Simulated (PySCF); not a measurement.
## V⁻ (vanadium, charge -1) across methods

[Ar] 3d4 4s2, high-spin 5D determinant. All numbers are calculated (PySCF 2.14, no relativity, point nucleus, in def2-TZVPPD (6s6p4d2f1g, 67 functions)).

| method | E (hartree) | mean ε 4s α (eV) | mean ε 4s β (eV) | mean ε 3d α (eV) | Σ⟨r²⟩ (bohr²) | ⟨S²⟩ |
| --- | --- | --- | --- | --- | --- | --- |
| r2SCANh | -943.876 | 0.515 | 1.388 | 1.529 | 68.39 | 6.055 |
| UHF | -942.83982 | -0.383 | 0.593 | -3.141 | 70.22 | 6.031 |
| r2SCAN0 | -943.865 | 0.275 | 1.137 | 0.726 | 68.25 | 6.047 |
| PBE | -943.685 | 0.892 | 1.617 | 2.347 | 67.73 | 6.017 |
| HSE06 | -943.730 | 0.755 | 1.505 | 1.387 | 67.85 | 6.017 |
| r2SCAN | -943.885 | 0.676 | 1.553 | 2.046 | 68.50 | 6.060 |
| PBE0 | -943.708 | 0.431 | 1.149 | 0.979 | 67.96 | 6.018 |
| LDA | -941.771 | 0.793 | 1.563 | 2.279 | 66.79 | 6.018 |
| TPSS | -943.945 | 0.782 | 1.586 | 2.254 | 68.44 | 6.024 |

At r2SCANh the highest occupied level has a positive energy, so only the finite basis holds that electron; in a semilocal or global hybrid functional this comes from self-interaction and does not mean that the real anion is unbound.

The highest occupied level is positive at r2SCANh, UHF, r2SCAN0, PBE, HSE06, r2SCAN, PBE0, LDA, TPSS: only the finite basis holds that electron, at UHF too, so the state is unbound at these levels.
